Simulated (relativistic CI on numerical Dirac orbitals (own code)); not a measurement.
One change at a time: Tl LII

Base calculation: Dirac-Coulomb-Breit CI, separate exchange-only KLI orbitals for each configuration, QED by a radiative potential, unscaled Slater integrals.

CI space (outside the closed core [Ar]): 3d10.4s2, 3d10.4s.4p, 3d10.4p2, 3d10.4s.4d, 3d10.4s.4f, 3d10.4d2, 3d10.4p.4d, 3d10.4f2, 3d10.4p.4f, 3d10.4d.4f, 3d10.4s.5s, 3d10.4s.5p, 3d10.4s.5d, 3d10.4s.5f, 3d10.4s.5g, 3d10.4s.6s, 3d10.4s.6p, 3d10.4s.6d, 3d10.4s.6f, 3d9.4s2.4p, 3d10.4s.7s, 3d9.4s2.4d, 3d9.4s2.4f, 3d9.4s2.5s, 3d9.4s2.5p, 3d9.4s2.5d. Double excitations out of closed p, d and f shells are left out; levels of such configurations are missing from the list, as are those of other unlisted configurations, and high levels can miss mixing partners. These lack a partner that the ground configuration has and come out too high: 3d9.4s2.4p, 3d9.4s2.4d, 3d9.4s2.4f, 3d9.4s2.5s, 3d9.4s2.5p.

Variants: (1) valence Slater integrals scaled by 0.9. Shifts of the energy above 3d10.4s2 1S_0, in eV, for the lowest level and the first level of each name with at least 55 % of one term (blank where a level changes its place among those of its configuration and J or its character, or is not in the variant):

| Level | Base | Δ(1) |
| --- | --- | --- |
| 3d10.4s2 1S_0 | 0.000 | 0.000 |
| 3d10.4s.4p 3P°_0 | 102.201 | +0.467 |
| 3d10.4s.4p 3P°_1 | 110.789 | -0.254 |
| 3d10.4p2 3P_0 | 234.133 | -0.617 |
| 3d10.4s.4p 3P°_2 | 263.870 | +0.443 |
| 3d10.4s.4p 1P°_1 | 283.773 | -1.481 |
| 3d10.4p2 3P_1 | 388.193 | +0.113 |
| 3d10.4p2 1D_2 | 389.665 | +0.243 |
| 3d10.4s.4d 3D_1 | 447.785 | +0.024 |
| 3d10.4s.4d 3D_2 | 452.603 | -0.377 |
| 3d10.4s.4d 3D_3 | 481.672 | +0.040 |
| 3d10.4s.4d 1D_2 | 490.838 | -0.883 |
| 3d10.4p2 3P_2 | 554.739 | -0.606 |
| 3d10.4p.4d 3F°_2 | 555.382 | +0.818 |
| 3d10.4p2 1S_0 | 563.364 | -1.201 |
| 3d10.4s.4f 3F°_3 | 673.177 | +0.045 |
| 3d10.4s.4f 3F°_2 | 673.784 | -0.230 |
| 3d10.4s.4f 3F°_4 | 681.896 | -0.024 |
| 3d10.4s.4f 1F°_3 | 686.482 | -0.479 |
| 3d10.4p.4d 3P°_0 | 729.365 | -0.448 |
| 3d10.4p.4d 3P°_1 | 730.860 | -0.574 |
| 3d10.4p.4d 3F°_4 | 751.956 | +0.576 |

At this charge energies of transitions that change n are usually good to better than 1 %, and those within a shell (Δn = 0) to a few per cent.

Ionisation energy from the two ground configurations alone: base 3094.71 eV. The NIST ASD value (theoretical) is 3094 eV.

LS names give the leading component of a level, which can be under half, so a name can repeat, a term be missing and a line seem to break the LS rules.
